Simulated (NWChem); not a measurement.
All runs are NWChem calculations. System: H3BN, charge 0, spin multiplicity 2, at a geometry optimised with UB3LYP/def2-SVP. The structure started from a generated list of species. Its SCF solution wasn't tested for a lower state. Level: UHF/def2-TZVP.

Input file:

```
start mol
memory heap 200 mb stack 900 mb global 1100 mb
geometry units angstroms nocenter noautoz
  B      0.686454    -0.102372     0.000000
  N     -0.630134     0.097508     0.000000
  H      1.461679     0.840117     0.000000
  H      1.143972    -1.234408     0.000000
  H     -1.626986     0.223595     0.000000
  symmetry group Cs
end
basis spherical
  * library def2-tzvp
end
scf
  uhf
  nopen 1
  maxiter 100
  thresh 1e-7
  semidirect memsize 60000000 filesize 0
  # guess.movecs holds the orbitals of an unrestricted PBE0 run
  vectors input guess.movecs output mol.movecs
end
task scf energy
```

NWChem printed:

```
             Northwest Computational Chemistry Package (NWChem) 7.3.0
             --------------------------------------------------------

                                NWChem Input Module
                                -------------------

 Scaling coordinates for geometry "geometry" by  1.889725989
 (inverse scale =  0.529177249)

 Turning off AUTOSYM since
 SYMMETRY directive was detected!

                             Geometry "geometry" -> ""
                             -------------------------

 Output coordinates in angstroms (scale by  1.889725989 to convert to a.u.)

  No.       Tag          Charge          X              Y              Z
 ---- ---------------- ---------- -------------- -------------- --------------
    1 B                    5.0000     0.68645400    -0.10237200     0.00000000
    2 N                    7.0000    -0.63013400     0.09750800     0.00000000
    3 H                    1.0000     1.46167900     0.84011700     0.00000000
    4 H                    1.0000     1.14397200    -1.23440800     0.00000000
    5 H                    1.0000    -1.62698600     0.22359500     0.00000000

 Effective nuclear repulsion energy (a.u.)      26.9901232741

            Nuclear Dipole moment (a.u.)
            ----------------------------
        X                 Y               Z
 ---------------- ---------------- ----------------
    -0.0000056692    -0.0000000000     0.0000000000

      Symmetry information
      --------------------

 Group name             Cs
 Group number              2
 Group order               2
 No. of unique centers     5

      Symmetry unique atoms

     1    2    3    4    5


 Summary of "ao basis" -> "" (spherical)
 ------------------------------------------------------------------------------
       Tag                 Description            Shells   Functions and Types
 ---------------- ------------------------------  ------  ---------------------
 *                         def2-tzvp                  on all atoms

 Summary of "ao basis" -> "ao basis" (spherical)
 ------------------------------------------------------------------------------
[...]
  ----- ------------  ---------------      ----- ------------  ---------------
    36      2.255050  2 N  s                  5     -1.738222  1 B  s
    77     -1.576885  5 H  s                 12      0.630092  1 B  px
     4      0.573770  1 B  s                 43     -0.507829  2 N  px
    35     -0.282107  2 N  s                 71      0.277642  4 H  s
    65      0.259027  3 H  s                 34      0.204954  2 N  s

 center of mass
 --------------
 x =  -0.01888001 y =   0.00447121 z =   0.00000000

 moments of inertia (a.u.)
 ------------------
           9.091041824639           7.804969231616           0.000000000000
           7.804969231616          60.297829618453           0.000000000000
           0.000000000000           0.000000000000          69.388871443092

  Mulliken analysis of the total density
  --------------------------------------

    Atom       Charge   Shell Charges
 -----------   ------   -------------------------------------------------------
    1 B    5     4.99   0.91  1.07  0.47  0.47  0.04  0.95  0.82  0.10  0.06  0.06  0.02
    2 N    7     7.31   0.82  1.16  0.55  0.77  0.14  1.47  1.65  0.73  0.00  0.02  0.00
    3 H    1     1.01   0.25  0.53  0.22  0.01
    4 H    1     1.01   0.25  0.53  0.22  0.01
    5 H    1     0.69   0.24  0.37  0.04  0.04

  Mulliken analysis of the alpha density
  --------------------------------------

    Atom       Charge   Shell Charges
 -----------   ------   -------------------------------------------------------
    1 B    5     2.34   0.46  0.53  0.23  0.21  0.02  0.44  0.34  0.03  0.04  0.04  0.01
    2 N    7     4.23   0.41  0.58  0.29  0.41  0.08  0.95  1.06  0.44  0.00  0.01  0.00
    3 H    1     0.56   0.14  0.29  0.13  0.00
    4 H    1     0.56   0.14  0.29  0.13  0.00
    5 H    1     0.31   0.11  0.16  0.01  0.02

   Mulliken analysis of the beta density
   -------------------------------------

    Atom       Charge   Shell Charges
 -----------   ------   -------------------------------------------------------
    1 B    5     2.65   0.46  0.53  0.25  0.26  0.03  0.52  0.48  0.07  0.03  0.03  0.01
    2 N    7     3.08   0.41  0.58  0.26  0.35  0.06  0.52  0.59  0.29  0.00  0.01  0.00
    3 H    1     0.45   0.11  0.23  0.09  0.01
    4 H    1     0.45   0.11  0.23  0.09  0.01
    5 H    1     0.38   0.13  0.21  0.02  0.02

   Mulliken analysis of the spin density
   -------------------------------------

    Atom       Charge   Shell Charges
 -----------   ------   -------------------------------------------------------
    1 B    5    -0.31  -0.00  0.00 -0.02 -0.05 -0.01 -0.08 -0.13 -0.04  0.01  0.01  0.00
    2 N    7     1.14   0.00 -0.00  0.03  0.06  0.02  0.43  0.47  0.14 -0.00 -0.00 -0.00
    3 H    1     0.11   0.02  0.06  0.03 -0.00
    4 H    1     0.11   0.02  0.06  0.04 -0.00
    5 H    1    -0.06  -0.02 -0.04 -0.01  0.01

       Multipole analysis of the density wrt the origin
       ------------------------------------------------

     L   x y z        total         alpha         beta         nuclear
     -   - - -        -----         -----         ----         -------
     0   0 0 0     -0.000000     -8.000000     -7.000000     15.000000

     1   1 0 0     -0.683681      0.121873     -0.805548     -0.000006
     1   0 1 0      0.091271     -0.031548      0.122819     -0.000000
     1   0 0 1      0.000000      0.000000     -0.000000      0.000000

     2   2 0 0     -7.999811    -25.427362    -22.667782     40.095333
     2   1 1 0     -0.355415      2.277303      2.114665     -4.747383
     2   1 0 1      0.000000      0.000000      0.000000      0.000000
     2   0 2 0    -10.631636    -10.627311     -8.569556      8.565231
     2   0 1 1      0.000000      0.000000      0.000000      0.000000
     2   0 0 2    -10.451147     -5.287246     -5.163900      0.000000

 Task  times  cpu:        0.8s     wall:        0.8s

 Total times  cpu:        0.8s     wall:        0.8s
```
